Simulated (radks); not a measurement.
Results of a calculation; reference values are marked as such.
Q: Species: the holmium ion Ho3+. Configuration: [Xe] 4f10. Level of theory: Dirac Kohn-Sham, revPBE, spin-unpolarised, spherical densities, point nucleus; open shells fill j = l - 1/2 first (a radial shooting solver on a logarithmic mesh with Libxc functionals). Some entries of the table are withheld. Estimate them.

orbital,occ.,eigenvalue (eV),<r^2> (bohr^2)
1s1/2,2,-55470.57,0.0005880
2s1/2,2,(1),0.009108
2p1/2,2,-8851.861,0.006582
2p3/2,4,-7994.975,0.007805
3s1/2,2,-2103.007,0.06027
3p1/2,2,-1907.135,0.05588
3p3/2,4,-1728.164,0.06278
3d3/2,4,-1392.946,(2)
3d5/2,6,-1353.854,(3)
4s1/2,2,-441.8838,0.3035
4p1/2,2,(4),0.3175
4p3/2,4,(5),0.3553
4d3/2,4,-195.9442,0.4021
4d5/2,6,-188.6257,0.4170
5s1/2,2,(6),1.761
5p1/2,2,(7),2.191
5p3/2,4,(8),2.489
4f5/2,6,-35.4368,0.7907
4f7/2,4,-34.3907,0.8178

A: 
(1) 2s1/2 eigenvalue (eV): -9300.238
(2) 3d3/2 <r^2> (bohr^2): 0.04961
(3) 3d5/2 <r^2> (bohr^2): 0.05153
(4) 4p1/2 eigenvalue (eV): -364.1099
(5) 4p3/2 eigenvalue (eV): -323.8881
(6) 5s1/2 eigenvalue (eV): -79.9236
(7) 5p1/2 eigenvalue (eV): -58.2956
(8) 5p3/2 eigenvalue (eV): -52.7954
